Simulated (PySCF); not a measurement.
CdH2Se, SMILES [SeH][CdH]. Heavy atoms are numbered as in [CdH:1][SeH:3]. Hydrogens are named by the atom that carries them.

Geometry: B3LYP-D3(BJ)/def2-TZVP. The def2 effective core potentials stand for the cores of Cd; spin–orbit coupling is left out.

Computed with PBE/def2-TZVPD run with PySCF.

Mulliken values depend strongly on the basis, most of all with diffuse functions as here. ESP charges are fitted to the potential on shells at 1.4 to 2.0 van der Waals radii. Atomic charges (e), one atom of each kind:

```tsv
atom	ESP fit	Mulliken
Cd1 (CdH)	0.47	0.29
H on Cd1	-0.20	-0.03
Se3 (SeH)	-0.35	-0.41
H on Se3	0.09	0.15
```
